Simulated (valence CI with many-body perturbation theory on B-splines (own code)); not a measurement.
**Hyperfine factors and g values of Cu VI**

Calculated by relativistic CI+MBPT: six valence electrons over a frozen Dirac-Fock core [Ar], radial functions for each j: 7 s, 7 p, 8 d, 6 f, 4 g, 1 h, with the one-electron correlation potential Σ1 (screened to all orders), the two-electron term Σ2, the three-electron term Σ3, Breit, model QED; selected single and double excitations, second order for the rest, scaled by the run's own slope (own B-spline code, finite nucleus).

Set against measurement, 30 paired levels are off by 577 cm⁻¹ on average, the worst by 1949. Among the levels kept, up to 610 cm⁻¹ of a level comes from second order outside the variational space, and about a tenth of that is noise between levels of different J, which matters for small intervals. Only levels of the ground parity were solved; by the run's estimate the other parity begins above the list, which can be wrong where configurations are misplaced.

A/g_I is the dipole constant over the nuclear g factor μ/I (μ in nuclear magnetons, uniformly magnetised nucleus), B/Q the quadrupole constant per barn. Both hold the static response of the core; the bare values leave it out. Large factors of s and p1/2 electrons are usually good to 5 to 10 %; those of open d and f shells near neutrality can be off by tens of per cent, and small factors of p3/2, d and f electrons come from cancelling terms and can be off by a factor of two or in sign, in half-filled shells by more. B is blank for J = 1/2, where it vanishes, and for nearly pure S terms. Energies count from the lowest level. Levels with J = 0 are left out.

Letters in brackets count levels of one name in rising energy.

```
       Level  E (cm⁻¹)      g  A/g_I (MHz)  A/g_I bare  B/Q (MHz/b)  B/Q bare
    3d⁶ ⁵D_4       0.0  1.499          287         536         1250      1310
    3d⁶ ⁵D_3      1163  1.500          149         392          306       321
    3d⁶ ⁵D_2      1947  1.500         70.0         308         -268      -279
    3d⁶ ⁵D_1      2446  1.500         23.0         259         -431      -451
    3d⁶ ³H_6     29138  1.165          770         878         -667      -694
3d⁶ ³P_2 [a]     29478  1.498          210         456         -119      -120
    3d⁶ ³H_5     29733  1.039          837         885         -362      -376
    3d⁶ ³H_4     30064  0.831         1010         969         -255      -265
3d⁶ ³F_4 [a]     32228  1.209          616         737          249       259
3d⁶ ³P_1 [a]     32789  1.497          101         339         39.8      42.2
3d⁶ ³F_3 [a]     32839  1.064          812         872          310       322
3d⁶ ³F_2 [a]     33311  0.668         1350        1240          131       136
    3d⁶ ³G_5     36440  1.194          701         820         36.8      38.3
    3d⁶ ³G_4     37511  1.058          890         951        -30.2     -31.1
    3d⁶ ³G_3     37945  0.769         1240        1180          121       126
    3d⁶ ¹I_6     44457  1.000          947         982        -1260     -1320
    3d⁶ ³D_2     46317  1.163          687         789        -19.0     -18.7
    3d⁶ ³D_1     46440  0.503         1540        1360        -14.5     -14.4
    3d⁶ ³D_3     46681  1.332          476         650         -220      -228
    3d⁶ ¹G_4     46735  1.001          965        1000          594       625
    3d⁶ ¹D_2     54404  1.003          927         962         -774      -811
    3d⁶ ¹F_3     64126  1.001          960         996        -1560     -1640
3d⁶ ³P_1 [b]     75465  1.500         13.5         243          175       182
3d⁶ ³F_2 [b]     76363  0.666         1480        1380        -1080     -1130
3d⁶ ³F_4 [b]     76424  1.248          590         727        -1670     -1750
3d⁶ ³F_3 [b]     76655  1.082          842         911        -1250     -1310
3d⁶ ³P_2 [b]     77542  1.499          313         556         -505      -528
```

(1) Take the isotope of mass number 65, with I = 3/2, μ = 2.3844 μN and Q = -0.204 b. What is the hyperfine structure of 3d⁶ ³H_6?

## Answers

(1) From the table A = 1220 MHz, B = 136 MHz. Shifts from the centre of gravity in MHz: F = 9/2: -12800, F = 11/2: -6130, F = 13/2: 1780, F = 15/2: 11000.
